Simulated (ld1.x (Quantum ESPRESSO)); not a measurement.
# Pseudopotential generation for carbon (C): TM, PBE, non-relativistic.

The input file (ld1.x (Quantum ESPRESSO) 7.5):

```
&input
   title='C', zed=6., rel=0, dft='PBE', iswitch=3,
   config='[He] 2s2 2p2 3d-2',
   nld=3, rlderiv=3.35, eminld=-3.0, emaxld=5.0, deld=0.02
 /
 &inputp
   pseudotype=2, tm=.true., lloc=2,
   nlcc=.true.,
   file_pseudopw='C.UPF', file_wfcaegen='ae.wfc', file_wfcncgen='nc.wfc', file_beta='beta', file_chi='chi'
 /
3
2S  1  0   2.00   0.00  0.95  0.95  0.0
2P  2  1   2.00   0.00  3.10  3.10  0.0
3D  3  2  -2.00   0.20  2.45  2.45  0.0
 &test
   configts(1)='2s2 2p2'
 /
```

Command:

```bash
ld1.x < C.in > C.out
```

Resulting log (shortened: banner, matrices, multipoles, cross overlaps and the repeated all-electron block are left out):

```
Program LD1 v.7.5
     --------------------------- All-electron run ----------------------------

     C

     atomic number is  6.00
     dft =PBE   lsd =0 sic =0 latt =0  beta=0.20 tr2=1.0E-14
     Exchange-correlation= PBE
                           (   1   4   3   4   0   0   0)
     mesh =1073 r(mesh) = 100.30751 a.u. xmin = -7.00 dx = 0.01250
     1 Ry =  13.60569312 eV

     n l     nl                  e(Ry)          e(Ha)          e(eV)
     1 0     1S 1( 2.00)       -20.0841       -10.0421      -273.2582
     2 0     2S 1( 2.00)        -1.0098        -0.5049       -13.7391
     2 1     2P 1( 2.00)        -0.3887        -0.1944        -5.2888

     final scf error:  9.1E-15 reached in  35 iterations

     Etot =     -75.496848 Ry,     -37.748424 Ha,   -1027.186944 eV

     Ekin =      75.233286 Ry,      37.616643 Ha,    1023.600998 eV
     Encl =    -175.955993 Ry,     -87.977997 Ha,   -2394.003250 eV
     Eh   =      35.376254 Ry,      17.688127 Ha,     481.318457 eV
     Exc  =     -10.150394 Ry,      -5.075197 Ha,    -138.103149 eV

     normalization and overlap integrals

     s(1S/1S) =  1.000000  <r> =   0.2708  <r2> =    0.0994  r(max) =   0.1730
     s(2S/2S) =  1.000000  <r> =   1.5723  <r2> =    2.9943  r(max) =   1.2162
     s(2P/2P) =  1.000000  <r> =   1.7997  <r2> =    4.2578  r(max) =   1.2011

     ------------------------ End of All-electron run ------------------------

     --------------------- Generating NC pseudopotential ---------------------

      Generating local pot.: lloc=2, matching radius rcloc =   2.4500

      Computing core charge for nlcc:

       r > 0.52 : true rho core
       r < 0.52 : rho core = a sin(br)/r    a=   4.39  b=   5.02

      Integrated core pseudo-charge :   0.64

      Wfc   2S  rcut= 0.959  Using Troullier-Martins method

      Wfc   2P  rcut= 3.106  Using Troullier-Martins method

     ------------------- End of pseudopotential generation -------------------

     Computing logarithmic derivative in   3.36864
     Computing logarithmic derivative in   3.36864
     Computing the partial wave expansion
     R is outside the sphere for l=    0 j= 0.00
     R is outside the sphere for l=    1 j= 0.00
       no projector for channel:   2

     ---------------------- Testing the pseudopotential ----------------------

     C

     atomic number is  6.00   valence charge is  4.00
     dft =PBE   lsd =0 sic =0 latt =0  beta=0.20 tr2=1.0E-14
     mesh =1073 r(mesh) = 100.30751 xmin = -7.00 dx = 0.01250

     n l     nl             e AE (Ry)        e PS (Ry)    De AE-PS (Ry)
     1 0     2S   1( 2.00)       -1.00980       -1.00980       -0.00000
     2 1     2P   1( 2.00)       -0.38872       -0.38872       -0.00000

     eps = 5.2E-15  iter =  4

     Etot =     -75.496848 Ry,     -37.748424 Ha,   -1027.186944 eV
     Etotps =   -11.510675 Ry,      -5.755337 Ha,    -156.610712 eV

     Ekin =       5.369499 Ry,       2.684749 Ha,      73.055752 eV
     Encl =     -21.134819 Ry,     -10.567409 Ha,    -287.553858 eV
     Ehrt =       8.495892 Ry,       4.247946 Ha,     115.592499 eV
     Ecxc =      -3.854130 Ry,      -1.927065 Ha,     -52.438109 eV
     (Ecc =      -0.979436 Ry,      -0.489718 Ha,     -13.325902 eV)
     Epseu=      -0.387117 Ry,      -0.193559 Ha,      -5.266996 eV

     ---------------------- End of pseudopotential test ----------------------
```

Generation and configuration tests took about 1 s on one core of a shared server CPU.
